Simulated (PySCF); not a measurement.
Species: C2H6OSSi2.
Numbering: `[CH:1]#[C:2][Si@@H:3]([OH:4])[S:5][SiH3:6]` (hydrogens: H7 on C1; H8 on Si3; H9 on O4; H10, H11, H12 on Si6)

Computed by this run: PySCF 2.14.0, PBE0-D3(BJ)/def2-SVP geometry optimisation, gas phase; density fitting, grid level 1; the optimiser is geomeTRIC in internal coordinates, started from a GFN2-xTB structure with every atom displaced at random (about 0.01 Å).

Step 3: E = -30783.5669 eV
```
atom  x, y, z in Å  |  force x, y, z in eV/Å
C1      1.3596   -1.5174    1.2756    0.012   0.198  -0.280
C2      1.2792   -0.7182    0.3585   -0.084  -0.094   0.217
Si3     1.0619    0.5496   -0.9433    0.027   0.027  -0.073
O4      2.2225    0.4343   -2.1143   -0.018   0.143   0.058
S5     -0.8421    0.2677   -1.9004    0.013  -0.003  -0.004
Si6    -2.1791    0.3333   -0.2121    0.033  -0.017   0.007
H7      1.4448   -2.2269    2.0742    0.009  -0.114   0.131
H8      1.1760    1.8906   -0.3208    0.011  -0.011   0.019
H9      2.0194   -0.0962   -2.8874    0.006  -0.131  -0.075
H10    -2.0743    1.6478    0.4888    0.004  -0.011   0.008
H11    -3.5438    0.1711   -0.7881    0.013   0.010   0.001
H12    -1.8862   -0.7642    0.7542   -0.025   0.003  -0.010
```

Step 4: E = -30783.5876 eV
```
atom  x, y, z in Å  |  force x, y, z in eV/Å
C1      1.3575   -1.4413    1.2725   -0.178   0.543  -0.355
C2      1.2346   -0.6337    0.3665    0.020  -0.255   0.273
Si3     1.0450    0.5974   -0.9702    0.020   0.082  -0.233
O4      2.2084    0.4211   -2.1323   -0.006   0.268   0.173
S5     -0.8677    0.3392   -1.9165    0.013  -0.003  -0.035
Si6    -2.1768    0.2709   -0.2078    0.101  -0.033   0.042
H7      1.4318   -2.0981    2.1101    0.085  -0.321   0.224
H8      1.1960    1.9659   -0.4241    0.022  -0.024   0.076
H9      2.0725   -0.2459   -2.8040   -0.026  -0.264  -0.165
H10    -1.8951    1.4207    0.7040   -0.018  -0.013   0.000
H11    -3.5556    0.3801   -0.7627    0.012  -0.005   0.014
H12    -2.0127   -1.0047    0.5494   -0.046   0.025  -0.015
```

**Question.** Estimate the geometry and energy of step 5. (The exact step hangs on the optimiser's Hessian estimate; all steps are aligned on step 4, rigid shifts and turns removed.)

**Answer.** E = -30783.6025 eV, largest force 0.692 eV/Å
```
atom  x, y, z in Å  |  force x, y, z in eV/Å
C1      1.3033   -1.3389    1.2747   -0.263   0.591  -0.247
C2      1.1653   -0.5300    0.3721    0.128  -0.299   0.192
Si3     1.0290    0.6563   -1.0114    0.002   0.083  -0.259
O4      2.1928    0.3965   -2.1574   -0.020   0.300   0.154
S5     -0.8959    0.4315   -1.9394   -0.006   0.003  -0.034
Si6    -2.1458    0.1963   -0.2013    0.116  -0.033   0.061
H7      1.3634   -1.9661    2.1364    0.113  -0.350   0.191
H8      1.2351    2.0415   -0.5322    0.026  -0.022   0.081
H9      2.1192   -0.3863   -2.7020   -0.025  -0.281  -0.128
H10    -1.6983    1.1242    0.8816   -0.035  -0.002  -0.016
H11    -3.5225    0.5510   -0.6484    0.003  -0.017   0.016
H12    -2.1076   -1.2044    0.3124   -0.038   0.028  -0.013
```

The energy changes by -0.0149 eV. The first-order estimate −F·Δx gives -0.0197 eV and the mean of the old and new forces, exact on a quadratic surface, -0.0127 eV. The step makes an angle of 88° with the force vector and moves no atom by more than 0.398 Å.

The cost below is that of the whole optimisation. Time: 2.5 min; peak memory 0.53 GiB. Hardware: an Arm Neoverse N1 with one thread, shared host with 64 logical CPUs at a one-minute load of 61.
